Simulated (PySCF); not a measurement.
Compound: C8H4F2O2.
Numbering: `[O:1]=[C:2]([F:3])[c:4]1[cH:5][cH:6][c:7]([C:8](=[O:9])[F:10])[cH:11][cH:12]1` (hydrogens: H13 on C5; H14 on C6; H15 on C11; H16 on C12)

Computed by this run: PBE0-D3(BJ)/def2-SVP geometry optimisation, gas phase in PySCF; density fitting, grid level 1; the optimiser is geomeTRIC in internal coordinates, started from a GFN2-xTB structure.

Step 0: E = -17857.4987 eV
```
atom  x, y, z in Å  |  force x, y, z in eV/Å
O1      3.5290   -0.6135   -0.9103   -0.184  -0.160  -0.127
C2      2.8443    0.0551   -0.2150    0.877   0.624   0.506
F3      3.4270    0.9785    0.6017   -0.431  -0.395  -0.326
C4      1.3801    0.0468   -0.0857   -0.086  -0.066  -0.056
C5      0.7122    0.9080    0.7866    0.096  -0.102  -0.108
C6     -0.6640    0.8601    0.8695   -0.135  -0.166  -0.135
C7     -1.3809   -0.0460    0.0847    0.083   0.069   0.051
C8     -2.8452   -0.0545    0.2142   -0.874  -0.624  -0.512
O9     -3.5302    0.6153    0.9080    0.185   0.157   0.128
F10    -3.4276   -0.9794   -0.6012    0.431   0.398   0.329
C11    -0.7130   -0.9065   -0.7884   -0.099   0.102   0.111
C12     0.6632   -0.8586   -0.8714    0.130   0.162   0.139
H13     1.2723    1.6052    1.3903    0.250   0.261   0.222
H14    -1.2055    1.5145    1.5355   -0.234   0.275   0.281
H15    -1.2738   -1.6031   -1.3923   -0.245  -0.261  -0.221
H16     1.2046   -1.5129   -1.5375    0.235  -0.274  -0.282
```

**Question.** Estimate the geometry and energy of step 1. (The exact step hangs on the optimiser's Hessian estimate; all steps are aligned on step 0, rigid shifts and turns removed.)

**Answer.** E = -17857.5008 eV, largest force 0.716 eV/Å
```
atom  x, y, z in Å  |  force x, y, z in eV/Å
O1      3.5117   -0.5363   -0.9949    0.070   0.127   0.013
C2      2.8606    0.0908   -0.2271   -0.280  -0.444  -0.062
F3      3.4269    0.8779    0.6852    0.173   0.215   0.044
C4      1.3813    0.0612   -0.1006    0.108   0.084   0.029
C5      0.7076    0.9357    0.7593    0.021   0.015   0.012
C6     -0.6736    0.8618    0.8701   -0.044   0.071   0.022
C7     -1.3818   -0.0756    0.1116   -0.087  -0.137  -0.036
C8     -2.8630   -0.0855    0.2171    0.289   0.655   0.010
O9     -3.5087    0.5012    1.0206   -0.100  -0.204   0.015
F10    -3.4341   -0.7529   -0.7833   -0.162  -0.298   0.010
C11    -0.7079   -0.9516   -0.7466   -0.014  -0.016  -0.007
C12     0.6740   -0.8825   -0.8520    0.027  -0.072  -0.034
H13     1.2740    1.6752    1.3277   -0.024  -0.036   0.026
H14    -1.2246    1.5393    1.5264    0.001  -0.040  -0.009
H15    -1.2748   -1.6890   -1.3173    0.021   0.040  -0.042
H16     1.2251   -1.5608   -1.5075    0.002   0.038   0.009
```

The energy changes by -0.0021 eV. The first-order estimate −F·Δx gives -0.1343 eV and the mean of the old and new forces, exact on a quadratic surface, -0.0132 eV. The step makes an angle of 82° with the force vector and moves no atom by more than 0.291 Å.

The cost below is that of the whole optimisation. Time: 3.4 min; peak memory 0.82 GiB. Hardware: one thread of an Arm Neoverse V2, no GPU, on a shared host.
